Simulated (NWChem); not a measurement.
System: As cation, triplet

The following NWChem deck was run.

```
start job
memory heap 200 mb stack 900 mb global 1100 mb
charge 1
geometry units angstroms noautoz
  As     0.000000     0.000000     0.000000
end
basis spherical
  * library pcseg-2
end
dft
  odft
  mult 3
  xc hfexch
  iterations 150
  mulliken
end
task dft energy
```

The open p shell is one determinant without spherical averaging. No stability test was run on the SCF state.

Q: Predict the main results of this run. (UHF/pcseg-2.) Quantities: basis functions; energy (Ha); highest occupied level (eV); lowest empty minus highest occupied level, either spin (eV); <S²>.

A: 
```
Item                                                           Result
-----------------------------------------------------------  --------
number of basis functions                                          43
energy (Ha)                                                  -2233.86
highest occupied level (eV)                                    -18.46
lowest empty minus highest occupied level, either spin (eV)      9.55
<S²>                                                             2.01
```
